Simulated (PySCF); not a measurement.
CHO₂, charge -1, multiplicity 1. Atoms are numbered in the order given.

```xyz
4

O      0.0000     1.1349     0.2092
C      0.0000     0.0000    -0.3157
O      0.0000    -1.1349     0.2092
H      0.0000     0.0000    -1.4521
```
Charge -1, spin multiplicity 1.

Geometry: B3LYP-D3(BJ)/def2-TZVPD. The spin state was assumed, not searched. The isomer is the one that the SMILES or the coordinates give; other isomers of the formula were not compared.

All values below come from KT2/pcSseg-2 (PySCF).

GIAO shieldings, no solvent; atoms alike by connectivity are averaged. δ = σ(ref) − σ: ¹⁷O against H2O (σ = 324.0 ppm); ¹³C against TMS (σ = 184.2 ppm); ¹H against TMS (σ = 31.47 ppm), references at their B3LYP-D3(BJ)/def2-TZVP geometries, non-relativistic.

Computed chemical shifts:
```tsv
nucleus	atoms	count	δ (ppm)
¹⁷O	O1, O3	2	356.4
¹³C	C2	1	160.5
¹H	H4	1	10.11
```
